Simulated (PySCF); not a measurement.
## SMILES C(N(CC#C)C)(C)=O, C$_{6}$H$_{9}$NO

Cartesian coordinates in Å; atom numbers follow the order of the lines, from 1:
```xyz
17

C    -2.7467   -0.0077    1.8275
C    -2.1970    0.0366    0.7654
C    -1.4840    0.0570   -0.4976
N    -0.0464   -0.0509   -0.3077
C     0.4460   -1.2495    0.3262
C     0.7515    0.9402   -0.7769
C     2.2355    0.7413   -0.5667
O     0.2984    1.9227   -1.3329
H    -3.2530   -0.0218    2.7461
H    -1.6641    1.0093   -1.0073
H    -1.8405   -0.7648   -1.1332
H     1.1356   -1.0133    1.1377
H    -0.3985   -1.7905    0.7490
H     0.9576   -1.9001   -0.3901
H     2.7606    1.5725   -1.0292
H     2.4682    0.7221    0.4961
H     2.5698   -0.1911   -1.0161
```

Level of theory: PySCF 2.14.0, GIAO B97-2/pcSseg-1 magnetisability, rotational g tensor and spin-rotation constants, non-relativistic, gas phase. Geometry: GFN2-xTB.

Give the nuclear spin-rotation constants along the inertial axes (H = +C I·J) beside the isotropic shieldings.

Rotational constants 3.8061, 1.3418, 1.1208 GHz. A star marks the isotopologue with that one atom substituted, in its own axes.
| atom | isotope | Caa (kHz) | Cbb (kHz) | Ccc (kHz) | mean (kHz) | σ (ppm) |
| --- | --- | --- | --- | --- | --- | --- |
| N4 | 14N | 0.183 | 0.169 | 0.073 | 0.141 | 144.9 |
| H9 | 1H | -0.110 | -0.151 | -0.085 | -0.115 | 30.3 |
| H10 | 1H | -0.302 | 0.066 | -0.104 | -0.113 | 26.0 |
| H11 | 1H | -0.395 | -0.124 | 0.027 | -0.164 | 28.7 |
| H12 | 1H | -0.358 | -0.108 | 0.003 | -0.154 | 28.8 |
| H13 | 1H | 0.113 | -0.123 | -0.121 | -0.044 | 28.5 |
| H14 | 1H | -0.221 | -0.107 | -0.039 | -0.122 | 28.9 |
| H15 | 1H | -0.018 | -0.100 | -0.119 | -0.079 | 29.7 |
| H16 | 1H | -0.390 | -0.106 | -0.009 | -0.168 | 29.7 |
| H17 | 1H | -0.375 | -0.066 | -0.050 | -0.164 | 29.9 |
| C1 | 13C* | 0.546 | 0.411 | 0.255 | 0.404 | 112.1 |
| C2 | 13C* | 0.473 | 0.479 | 0.272 | 0.408 | 102.9 |
| C3 | 13C* | 0.638 | 0.235 | 0.185 | 0.353 | 149.9 |
| C5 | 13C* | 0.695 | 0.186 | 0.200 | 0.360 | 151.3 |
| C6 | 13C* | 1.825 | 0.491 | 0.294 | 0.870 | 18.3 |
| C7 | 13C* | 0.517 | 0.203 | 0.182 | 0.301 | 162.8 |
| O8 | 17O* | -1.705 | -0.828 | -0.129 | -0.887 | -84.3 |

For the geometry as given, no vibrational averaging.

How do the rotational constants and the g tensor change when H9, H10, H11, H12, H13, H14, H15, H16, H17 are replaced by deuterium?

Constants 3.1356, 1.1782, 0.9881 GHz; g -0.0197, -0.0070, -0.0040, against -0.0229, -0.0080, -0.0044 before.
